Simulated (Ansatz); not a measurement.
Cost and result for the atomization energy of CH5GaOSi (9 atoms, 8 bonds).

```xyz
9

O    -0.264    1.309   -1.348
Si    0.379    0.545   -0.029
C    -0.495   -1.036    0.294
Ga    0.108   -2.166    1.895
H     0.124    2.150   -1.596
H     1.836    0.292   -0.256
H    -1.564   -0.841    0.458
H    -0.409   -1.693   -0.582
H     0.284    1.441    1.165
```

The species carries charge 0 and has multiplicity 1. Correlated methods include outer-core shells of Ga, which these sets cover unevenly. Scalar relativity is left out up to krypton. The bonds changed during the relaxation, so this is another structure than the one it started from. All single points use the PBE0-D4/def2-TZVP geometry. It is one conformer, not always the lowest. Program: Ansatz. All runs use 4 threads of an Arm Neoverse V1 on a shared host. Times are those of one run each, without the atoms' runs, and a repeat can differ threefold. Electronic energies, without spin–orbit coupling; frozen cores. CCSD(T)/CBS adds CCSD(T) − MP2 in def2-TZVPP to the MP2 limit, and its time is that of the two runs behind it. T1 = 0.013. With those shells the extrapolation isn't a true limit. B3LYP takes the VWN-RPA correlation (the form of Gaussian; ORCA's B3LYP/G).

CCSD(T)/CBS is a level of theory with its own doubt, some kJ/mol a heavy atom from the limit and from the frozen cores, so smaller differences don't rank the functionals.

```csv
level,functions,wall time
PBE-D4/def2-TZVPP (with forces),222,2.3 s
PBE0-D4/def2-TZVPP,222,2.8 s
B3LYP-D4/def2-TZVPP (with forces),222,4.1 s
r2SCAN-D4/def2-TZVPP (with forces),222,4.4 s
B2PLYP/def2-TZVPP,222,4.7 s
ωB97X-V/def2-TZVPP,222,7.5 s
ωB97M-V/def2-TZVPP (with forces),222,11 s
MP2/def2-QZVPP,423,20 s
CCSD(T)/def2-TZVPP,222,94 s
CCSD(T)/CBS(def2),–,110 s
```

(1) What atomization energy does each give, and how far from CCSD(T)/CBS? (An estimate is asked.)

## Answers

(1) Computed: 
```json
{"level": "PBE-D4/def2-TZVPP (with forces)", "atomization (kJ/mol)": "3061.2", "difference from CCSD(T)/CBS": "1.3", "per bond": "0.2"}
{"level": "PBE0-D4/def2-TZVPP", "atomization (kJ/mol)": "3019.3", "difference from CCSD(T)/CBS": "-40.6", "per bond": "-5.1"}
{"level": "B3LYP-D4/def2-TZVPP (with forces)", "atomization (kJ/mol)": "3032.1", "difference from CCSD(T)/CBS": "-27.8", "per bond": "-3.5"}
{"level": "r2SCAN-D4/def2-TZVPP (with forces)", "atomization (kJ/mol)": "3042.8", "difference from CCSD(T)/CBS": "-17.1", "per bond": "-2.1"}
{"level": "B2PLYP/def2-TZVPP", "atomization (kJ/mol)": "3003.7", "difference from CCSD(T)/CBS": "-56.2", "per bond": "-7.0"}
{"level": "ωB97X-V/def2-TZVPP", "atomization (kJ/mol)": "3050.6", "difference from CCSD(T)/CBS": "-9.3", "per bond": "-1.2"}
{"level": "ωB97M-V/def2-TZVPP (with forces)", "atomization (kJ/mol)": "3047.4", "difference from CCSD(T)/CBS": "-12.5", "per bond": "-1.6"}
{"level": "MP2/def2-QZVPP", "atomization (kJ/mol)": "3065.0", "difference from CCSD(T)/CBS": "5.1", "per bond": "0.6"}
{"level": "CCSD(T)/def2-TZVPP", "atomization (kJ/mol)": "2976.1", "difference from CCSD(T)/CBS": "-83.8", "per bond": "-10.5"}
{"level": "CCSD(T)/CBS(def2)", "atomization (kJ/mol)": "3059.9", "difference from CCSD(T)/CBS": "0.0", "per bond": "0.0"}
```

From PBE to PBE0 (25 % exact exchange), in def2-TZVPP and without D4, the atomization energy moves by −38.8 kJ/mol: exact exchange takes away binding that semilocal exchange gives to molecules. The D4 term adds +33.5 kJ/mol with B3LYP and +17.4 kJ/mol with PBE0; it sums over pairs of atoms, weighted by their polarisabilities, and B3LYP, whose exchange is more repulsive, gets the larger term. In def2-TZVPP, CCSD(T) changes the Hartree–Fock value by +751.2 kJ/mol (the triples alone add +40.9 kJ/mol) and MP2 by +790.4 kJ/mol; breaking electron pairs costs correlation energy, which Hartree–Fock lacks.
